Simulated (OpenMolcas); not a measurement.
Au3+.

```
Program             : OpenMolcas 26.06
Basis               : ANO-RCC-VDZP [7s6p4d2f]
Scalar Hamiltonian  : DKH3, point nucleus
Active space        : 8 electrons in 5 orbitals (5d)
State averaging     : 2S+1 = 3 even, 10 roots; 2S+1 = 1 even, 15 roots
Spin-orbit coupling : state interaction with AMFI integrals over the reference wave functions, term energies averaged over their components
```

Two sets of levels on these reference wave functions, in cm-1 above 5d8 3F4: one from CASSCF and one from SS-CASPT2, IPEA 0.25 Eh, imaginary shift 0.1 Eh (closed shells correlated: 5s 5p).

```tsv
Level	Set 1	Set 2
5d8 3F4	0.0	0.0
5d8 3F3	13150	13090
5d8 3P2 [53 %]	20710	21500
5d8 3P0	21400	23630
5d8 3P1	25470	27000
5d8 1G4	28720	30040
5d8 1S0	58470	63310
```

Question: Which set is which?

Answer: Set 1 is SS-CASPT2. Its levels of the other terms of 5d8 lie at 0.91 to 0.96 of the other set's values, as expected, since terms of lower spin or lower L gain more correlation energy than the Hund ground term. Against 5 measured levels (Zainab et al., Astrophys. J. Suppl. Ser. 267, 12 (2023)) the mean absolute deviation is 2900 cm-1 with it and 4800 cm-1 without; single levels miss by up to 4000 cm-1 with it.

CASPT2 breaks the degeneracy within a term, and the mean is taken; among the terms shown or strongly mixed into the levels shown the widest spread is 430 cm-1 (5d8 1G, SS-CASPT2). The basis is small and was not contracted for so high a charge. Without dynamic correlation excited terms often stand tens of per cent too high (terms of higher spin than the ground term too low), and those without a measured partner can miss by more than the paired ones (holds for CASSCF). Some terms miss by over 15 % even with CASPT2, which points to a basis or an active space too small for the shells correlated (holds for SS-CASPT2). Computed and measured levels are paired by configuration, term and J; levels that our copy of the source lacks, or whose pairing is in doubt (as where it misses far off the trend of its configuration), stay unpaired and out of the deviations. Only configurations of the active space appear. Levels that lie high or do not pair safely by name in every column are left out.

A share in square brackets marks a mixed level and gives the weight of the term that names it, the lowest over the columns.
